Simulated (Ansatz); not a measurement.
Consider the ligand exchange at a Mo–Cl bond: `[OH][Mo](=[S])(=[S])[Cl]` + H–F → `[OH][Mo]([F])(=[S])=[S]` + HCl.

Isolated molecules relaxed with PBE0-D4/def2-TZVP in Ansatz; ΔE leaves out vibrations. CBS: MP2 limit from def2 TZ/QZ plus the TZ coupled-cluster correction, frozen cores. This one scheme is used for every species. DFT in def2-TZVPP. HSE06 is defined as in plane-wave codes. Elements past krypton have def2 core potentials. For Mo outer-core shells are correlated without core-valence functions, which leaves a few kJ/mol of doubt a bond. Each species was taken in one conformer, which may not be the lowest.

Task: Is it downhill or uphill in electronic energy at CCSD(T)/CBS, and by how much? (Best estimate.)

Result: Computed: Uphill: ΔE = +25.5 kJ/mol.

Task: What do these levels give: LDA (SPW92), PBE-D4, revPBE-D4, HSE06-D4, RPA@PBE/def2-TZVPP, HF/CBS(def2)? (Best estimate.)

Result: Ansatz gave: LDA (SPW92) 9.9, PBE-D4 10.1, revPBE-D4 11.4, HSE06-D4 17.6, RPA@PBE/def2-TZVPP 13.1, HF/CBS(def2) 5.0 kJ/mol.

Largest T1 diagnostic among the species: 0.025, so the coupled-cluster value is less sure than usual.

At CCSD(T), def2-SVP lies −16.0 kJ/mol from the extrapolated value and def2-TZVPP −5.2 kJ/mol. From r2SCAN to r2SCAN0 (25 % exact exchange), in def2-TZVPP and without D4, ΔE moves by +7.6 kJ/mol.
